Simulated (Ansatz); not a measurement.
`CB(N)F` and `CCB(C)F` differ in one atom or group.

Ansatz, PBE0-D4/def2-TZVP geometries, multiplicity 1. Each molecule was computed in one conformer, which needn't be the lowest.

```csv
property,`CB(N)F`
LUMO energy (PBE0/def2-TZVPP) / eV,0.79
HOMO–LUMO gap (PBE0/def2-TZVPP) / eV,9.07
HOMO–LUMO gap (PBE/def2-TZVPP) / eV,6.85
LUMO energy (PBE/def2-TZVPP) / eV,0.03
HOMO–LUMO gap (B3LYP/def2-TZVPP) / eV,8.47
HOMO energy (PBE/def2-TZVPP) / eV,-6.82
```

Task: What does the change do to each property? (Estimate.)

Result: Ansatz gave: 
```tsv
property	`CCB(C)F`	shift
LUMO energy (PBE0/def2-TZVPP) / eV	0.11	-0.68
HOMO–LUMO gap (PBE0/def2-TZVPP) / eV	8.48	-0.59
HOMO–LUMO gap (PBE/def2-TZVPP) / eV	5.96	-0.89
LUMO energy (PBE/def2-TZVPP) / eV	-0.94	-0.97
HOMO–LUMO gap (B3LYP/def2-TZVPP) / eV	8.03	-0.44
HOMO energy (PBE/def2-TZVPP) / eV	-6.90	-0.08
```

With PBE0 the HOMO falls by 0.09 eV and the LUMO falls by 0.68 eV, so the gap narrows by about 0.59 eV. PBE moves the HOMO by -0.08 eV and ωB97M-V by 0.00 eV. The zero-point energy changes by 98.1 kJ/mol with +12 modes.

B3LYP here is the variant with VWN-RPA as its local correlation; programs differ in this.
